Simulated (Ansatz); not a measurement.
Born–Oppenheimer molecular dynamics of C$_{2}$H$_{7}$ClOSi (12 atoms, charge 0, multiplicity 1). It starts at the highest image of a converged band. Of that band: Neighbouring images differ by up to 2.8 eV, so the band resolves the path poorly. A vibrational analysis at the climbing image gives one clearly imaginary mode, 98i cm⁻¹: a first-order saddle point.

Method: RKS B3LYP-D4/def2-SVP in Ansatz 0.2.0.

```yaml
ensemble: NVE (velocity Verlet)
time_step: 0.5 fs
steps_asked: 189
starting_velocities_drawn_for: 300 K
seed: 9500
```

First frame:

```xyz
12
Properties=species:S:1:pos:R:3
C -1.869 -0.429 0.525
O -0.844 0.513 0.172
C 0.748 -0.098 0.781
Si 1.803 0.027 -0.785
Cl 1.179 1.202 1.923
H -2.843 -0.028 0.204
H -1.673 -1.411 0.072
H -1.832 -0.522 1.616
H -0.857 0.680 -0.785
H 2.076 1.396 -1.347
H 1.086 -0.746 -1.854
H 3.103 -0.637 -0.488
```

Q: What does the run give?

A: The run went to its last step.

* steps done: 189
* time covered: 94.5 fs
* mean temperature over the second half: 147 K
* spread of the potential energy over the second half: 1.9 meV per atom
* mean potential energy of the second half above the start: 16.5 meV per atom

The conserved energy stayed within 0.077 meV per atom of its start (net change 0.025 meV per atom), so the integration is sound. A run of 0.095 ps of so small a system gives no equilibrium averages. The orbitals stay closed-shell, which can raise the energy where a bond breaks towards radicals; this wasn't checked here.

Q: What happens to the structure?

A: Between its relaxed ends the band would form O2–H9 and break C3–H9. These pairs go: O2–H9 0.97 → 0.97 Å, C3–H9 2.37 → 2.52 Å. In the last frame they stand as after the step (other bonds may differ from the relaxed reactants and products). It ends as CH3ClSi + CH4O. Pairs count as bonded within 1.25 times the sum of covalent radii (0.12 Å more for H–H). Another seed would give other details.

Q: How do temperature and energy run in time?

A: 
| time (fs) | T (K) | potential energy less start (eV) | conserved less start (meV/atom) |
| --- | --- | --- | --- |
| 0 | 300 | 0.000 | 0.00 |
| 3 | 219 | 0.106 | 0.06 |
| 6 | 166 | 0.174 | 0.06 |
| 9 | 187 | 0.147 | 0.05 |
| 12 | 208 | 0.119 | 0.04 |
| 15 | 189 | 0.144 | 0.04 |
| 18 | 140 | 0.207 | 0.06 |
| 21 | 149 | 0.196 | 0.04 |
| 24 | 135 | 0.213 | 0.04 |
| 27 | 86 | 0.277 | 0.05 |
| 30 | 84 | 0.280 | 0.07 |
| 33 | 144 | 0.201 | 0.02 |
| 36 | 139 | 0.208 | 0.05 |
| 39 | 110 | 0.246 | 0.04 |
| 42 | 77 | 0.290 | 0.07 |
| 45 | 146 | 0.199 | 0.03 |
| 48 | 172 | 0.165 | 0.04 |
| 51 | 146 | 0.199 | 0.05 |
| 54 | 151 | 0.194 | 0.04 |
| 57 | 162 | 0.179 | 0.05 |
| 60 | 165 | 0.175 | 0.04 |
| 63 | 140 | 0.207 | 0.05 |
| 66 | 143 | 0.204 | 0.05 |
| 69 | 178 | 0.158 | 0.04 |
| 72 | 173 | 0.164 | 0.02 |
| 75 | 115 | 0.240 | 0.08 |
| 78 | 136 | 0.212 | 0.03 |
| 81 | 137 | 0.212 | 0.06 |
| 84 | 150 | 0.195 | 0.03 |
| 87 | 119 | 0.235 | 0.06 |
| 90 | 127 | 0.224 | 0.05 |
| 93 | 148 | 0.196 | 0.03 |

The run took 7.4 min on 2 threads of Intel(R) Xeon(R) Platinum 8488C (Sapphire Rapids), with other jobs on the host, peak memory 0.28 GiB.
